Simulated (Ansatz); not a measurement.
Input file for Ansatz (a quantum-chemistry and plane-wave program): R-PBE0/def2-TZVPPD on GaH6NO (a complex), monomers drawn apart or pushed together. Files ending in .json are basis or fitting sets from the Basis Set Exchange.

Ansatz 0.2 input:
```yaml
crystal:
  periodic: [false, false, false]
  atoms:
    - {symbol: O, position_ang: [-0.02702293, 1.19407047, 1.18962619]}
    - {symbol: Ga, position_ang: [-0.08437439, -0.03814934, -0.09935988]}
    - {symbol: H, position_ang: [0.01076232, 0.80999475, 2.08896919]}
    - {symbol: H, position_ang: [-0.14647985, 0.52257131, -1.55496223]}
    - {symbol: H, position_ang: [-0.06849732, -1.55463567, 0.31431137]}
    - {symbol: N, position_ang: [0.07723390, 0.01752338, 3.65433713]}
    - {symbol: H, position_ang: [0.92127215, 0.29981002, 4.13959148]}
    - {symbol: H, position_ang: [-0.71384075, 0.31525840, 4.21392878]}
    - {symbol: H, position_ang: [0.06596876, -0.99559141, 3.61889782]}
basis:
  gaussian:
    orbitals: def2-TZVPPD.json
hamiltonian:
  xc: {name: PBE0}
scf: {lower_state_search: off}
```

Question: What total energy does the run end on?

Answer: -2058.1187 hartree.
